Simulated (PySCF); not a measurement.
## Isomerisation enthalpies of C6H14O

**The experiment to reproduce.**

From CRC Handbook of Chemistry and Physics, for the gas at 298.15 K: enthalpy of formation of `CC(C)OC(C)C` (diisopropyl ether) -319.2 kJ/mol; enthalpy of formation of `CCCCCCO` -315.9 kJ/mol; enthalpy of formation of `CCOC(C)(C)C` -313.9 kJ/mol; enthalpy of formation of `CCCOCCC` (di-n-propyl ether) -293 kJ/mol.

The results are set against them at the end.

Differences of these values give the isomerisation enthalpies. Geometries: PBE0-D3(BJ)/def2-SVP; runs in PySCF, gas phase, with a dispersion term only where the level names one. Total electronic energies (Eh):

| SMILES | PBE0-D3(BJ)/def2-SVP | B3LYP/def2-SVPD |
| --- | --- | --- |
| CC(C)OC(C)C | -311.70682 | -312.09127 |
| CCCCCCO | -311.70601 | -312.09327 |
| CCOC(C)(C)C | -311.70464 | -312.08915 |
| CCCOCCC | -311.69721 | -312.08334 |

Zero-point and thermal terms are left out, so the computed numbers are electronic energies.

## Comparison

Relative to `CC(C)OC(C)C`, the lowest by measurement, in kJ/mol (measured: enthalpies at 298.15 K; computed: electronic energies):

```csv
SMILES,measured,PBE0-D3(BJ)/def2-SVP,B3LYP/def2-SVPD
CC(C)OC(C)C,0.0,0.0,0.0
CCCCCCO,3.3,2.1,-5.3
CCOC(C)(C)C,5.3,5.7,5.6
CCCOCCC,26.2,25.2,20.8
```

Measured values: -319.2 kJ/mol (298.15 K; CRC Handbook of Chemistry and Physics) for the first row; the others come from the same table. Mean unsigned miss over the other isomers: PBE0-D3(BJ)/def2-SVP 0.9, B3LYP/def2-SVPD 4.8 kJ/mol. B3LYP/def2-SVPD puts another isomer lowest. One conformer stands for `CC(C)OC(C)C`, `CCCCCCO`, `CCOC(C)(C)C` and `CCCOCCC`, not necessarily the lowest, while the measurement averages over conformers. Where a level misses, the cause wasn't examined.

The values belong to the conformer `[CH3:1][CH2:2][O:3][C:4]([CH3:5])([CH3:6])[CH3:7]`: C1–C2–O3–C4 176°, C2–O3–C4–C5 178°.
